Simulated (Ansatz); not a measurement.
Molecule: WH, charge 0, multiplicity 6. The spin state was set by rule; other spins were not relaxed. SMILES: [WH]
Structure (B3LYP-D3(BJ)/def2-TZVP (Ansatz, a program for electronic structure) minimum search):
```xyz
2

W      0.0000     0.0000    -0.0229
H      0.0000     0.0000     1.6978
```
Charge 0, spin multiplicity 6.

Computed values are from Ansatz. Cores are frozen in the correlated levels unless marked. UHF or UKS for open shells. Spin-orbit coupling is left out. The frozen core is the preceding noble-gas configuration, with the filled d and f shells of earlier blocks. Past Kr the def2 sets carry scalar-relativistic core potentials. Basis-set limits of correlation are two-point, X^-3; Hartree-Fock from the larger set.

| Quantity | Result |
|---|---|
| atomisation energy De | 72.8 kcal/mol at CCSD(T)/CBS(def2-TZVPPD,def2-QZVPPD) |
| vertical ionisation energy (to the quintet) | 8.12 eV at CCSD(T)/CBS(def2-TZVPPD,def2-QZVPPD) |
| total energy | -67.0587 Eh at CCSD(T)/CBS(def2-TZVPPD,def2-QZVPPD) |
| dipole moment | 2.30 D at CCSD(T)/def2-SVPD |
| T1 diagnostic | 0.032 at CCSD/def2-QZVPPD |
